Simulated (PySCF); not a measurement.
The vertical singlet excitations below were computed for one of the candidates. Method: PySCF, TDDFT CAM-B3LYP/def2-SVPD, vertical, gas phase, core orbitals frozen in the response. Geometries: PBE0-D3(BJ)/def2-SVP, one conformer each. The highest level found (6.48 eV, f 0.026 so far) is left out, since the window may have cut off a degenerate partner.

```csv
state,λ (nm),f
S1,241.0,0.0000
S2,232.0,0.0049
S3,231.9,0.0050
S4,206.5,0.0003
S5,199.4,0.053
S6,199.4,0.053
S7,198.3,0.0062
S8,198.3,0.0058
S9,192.8,0.024
```

Task: Which candidate is it?
A. `C1SCSCS1`
B. `C#CC#CC`
C. `C[S][AlH2-][S+](C)C`

Result: A. Its S1 lies at 5.15 eV; the nearest of the others has S1 at 5.60 eV. S1 is HOMO-1/HOMO→LUMO/LUMO+1 (≥84%). Löwdin shares by element: HOMO (one of a set within 0.03 eV) sulfur 78% or more, carbon 10% or more; LUMO (one of a set within 0.03 eV) sulfur 72%, carbon 7% or more (atoms not listed hold the other 22%). At the same level the other candidates give, for their lowest levels:
- `C[S][AlH2-][S+](C)C`: 221 nm (f 0.003); 210 nm (f 0.038); 205 nm (f 0.015); 200 nm (f 0.027); 187 nm (f 0.014); T1 5.16 eV; HOMO -7.68, LUMO 0.74 eV
- `C#CC#CC`: 265 nm (f 0.000); 254 nm (f 0.000 summed over 2 states); 181 nm (f 0.000 summed over 2 states); 172 nm (f 0.000); 165 nm (f 0.001 summed over 2 states); T1 3.81 eV; HOMO -8.40, LUMO 0.58 eV

Orbitals of the list HOMO-3 to LUMO+2 that lie within 0.01 eV of each other are written together with a slash and their weights summed (≥ marks a lower bound); for degenerate orbitals outside that list single weights are arbitrary.
Triplets come from the Tamm–Dancoff approximation.
